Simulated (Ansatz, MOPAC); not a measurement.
Species: CH$_{3}$AlF, net charge 1, singlet state. SMILES: [CH3][Al+][F]
Coordinates optimised at B3LYP-D3(BJ)/def2-TZVP (Ansatz, a program for electronic structure):
```xyz
6

Al     0.0001    -0.1021     0.0684
C     -0.0022     1.4873    -0.9953
H     -0.7308     2.1858    -0.5791
H     -0.2744     1.2229    -2.0190
H      0.9975     1.9257    -0.9716
F      0.0021    -1.4367     0.9614
```
Charge +1, spin multiplicity 1.

Wanted: vertical ionisation energy to the doublet, in eV. Conventions: spin-orbit terms left out; non-relativistic; each state is the SCF solution reached for its charge and spin; dispersion terms only where a functional's name holds one; open shells spin-unrestricted; frozen cores in correlated levels; 6-31G* and kin with 6d, 5d where marked. Ab initio and DFT rows: single points at B3LYP-D3(BJ) geometries (Ansatz). Semi-empirical rows: differences of heats of formation at the shared geometry for vertical values. The spin state of an ion or metal species was assumed, not searched.

```json
[
 {"species": "charge 2, doublet", "coefficient": "+1", "E at MP2/6-31G* (Ansatz), Eh": "-380.41958", "E at B3LYP/def2-TZVPD (Ansatz), Eh": "-381.36337", "heat of formation at PM3 (MOPAC), kcal/mol": "483.90"},
 {"species": "charge 1, singlet", "coefficient": "-1", "E at MP2/6-31G* (Ansatz), Eh": "-381.10065", "E at B3LYP/def2-TZVPD (Ansatz), Eh": "-382.05374", "heat of formation at PM3 (MOPAC), kcal/mol": "109.67"}
]
```

 1 Eh = 27.2114 eV and 1 eV = 23.0605 kcal/mol.

Q: Work the quantity out at each level.

A: 
- MP2/6-31G*: the sum of coefficient times E is 0.68107 Eh, or 18.533 eV. Result: 18.53 eV.
- B3LYP/def2-TZVPD: the sum of coefficient times E is 0.69037 Eh, or 18.786 eV. Result: 18.79 eV.
- PM3: the sum of coefficient times heat of formation is 374.23 kcal/mol, or 16.23 eV.
